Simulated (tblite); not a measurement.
Species: C6H5F3O.
Z-matrix (Å and degrees, GFN2-xTB geometry), rows numbered from 1:
```
C 
C   1  1.3219
C   2  1.4748  1  125.43
O   3  1.4569  2  113.52  1    -2.67
C   4  1.3093  3  115.66  2   -98.31
F   5  1.3306  4  110.10  3   170.95
F   5  1.3541  4  113.91  3   -69.92
F   5  1.3470  4  114.76  3    50.45
C   3  1.4968  2  122.55  1  -153.80
C   9  1.3016  3   64.21  2  -108.44
H   1  1.0751  2  121.29  3   179.85
H   1  1.0762  2  121.88  3    -0.18
H   2  1.0814  1  121.46  3   179.71
H   9  1.0619  3  144.00 10  -177.25
H  10  1.0610  3  143.87  9   177.91
```

Level: GFN2-xTB in tblite, geometry and Hessian alike; calculated harmonic values, unscaled, isolated species. Errors from tens to a few hundred cm⁻¹ against measured bands are possible. One conformer, not necessarily the lowest.

Harmonic wavenumbers (cm⁻¹): 30.9, 65.4, 91.4, 138.7, 212.2, 303.9, 312.4, 363.0, 407.5, 438.3, 490.3, 514.2, 581.8, 611.1, 672.8, 699.6, 755.4, 773.6, 859.4, 884.4, 899.5, 922.6, 947.5, 976.8, 994.6, 1011.7, 1098.8, 1112.5, 1216.0, 1240.1, 1297.0, 1402.0, 1698.2, 1762.4, 3069.5, 3119.7, 3149.1, 3232.4, 3259.0.

A = 2000, B = 1255, C = 942.0 MHz; mass 150.029 u (most abundant isotopes); point group C1, symmetry number 1.

Question: Zero-point energy?

Answer: Half the sum of the wavenumbers: 20808 cm⁻¹ = 59.49 kcal/mol.

Question: Entropy at 273.15 K, 1 bar (ideal gas, RRHO, classical rotation)?

Answer: Translation 40.52, rotation 29.04, vibration 26.22: S = 95.8 cal/(mol K).

Question: And Cp and H(273.15 K) − H(0)?

Answer: Cp = 35.42 cal/(mol K), of which vibrations give 27.47 (their classical limit is 39 R = 77.5); H(273.15 K) − H(0) = 5.87 kcal/mol without the zero-point energy, 3.70 from vibrations.

Question: Which modes carry the vibrational entropy at 273.15 K?

Answer: 30.9 cm⁻¹: 5.60; 65.4 cm⁻¹: 4.11; 91.4 cm⁻¹: 3.46; 138.7 cm⁻¹: 2.65; 212.2 cm⁻¹: 1.87; 303.9 cm⁻¹: 1.25 cal/(mol K); the other 33 give 7.27 together.

Question: How do the functions run with temperature in this model?

Answer: 
| T (K) | S (cal/(mol K)) | Cp (cal/(mol K)) | H − H(0) (kcal/mol) | G − H(0) (kcal/mol) | ln q(vib) |
| --- | --- | --- | --- | --- | --- |
| 50 | 60.1 | 13.3 | 0.52 | -2.48 | 0.79 |
| 100 | 70.7 | 17.7 | 1.30 | -5.77 | 2.06 |
| 298.15 | 99.0 | 37.9 | 6.79 | -22.72 | 7.00 |
| 373.15 | 108.2 | 44.6 | 9.89 | -30.49 | 8.87 |
| 500 | 122.6 | 53.3 | 16.13 | -45.15 | 12.02 |
| 750 | 146.4 | 63.8 | 30.91 | -78.88 | 17.88 |
| 1000 | 165.7 | 70.0 | 47.69 | -117.97 | 23.17 |

q(vib) and H(0) count from the zero-point level.

Question: What must be added to the electronic energy to get the Gibbs energy at 273.15 K and 1 bar?

Answer: ZPE + [H(273.15 K) − H(0)] − T·S = 59.49 + 5.87 − 26.16 = 39.20 kcal/mol.

Hindered rotation and anharmonicity are outside this model. Other conformers, if any are populated, would add a mixing term that is left out. The structure is chiral; the term R ln 2 for an equal mix with its mirror image is left out.

Time: 0.75 s of wall time. Hardware: one thread of an Intel Xeon Platinum 8488C, shared host. This covers the Hessian and the dipole derivatives.
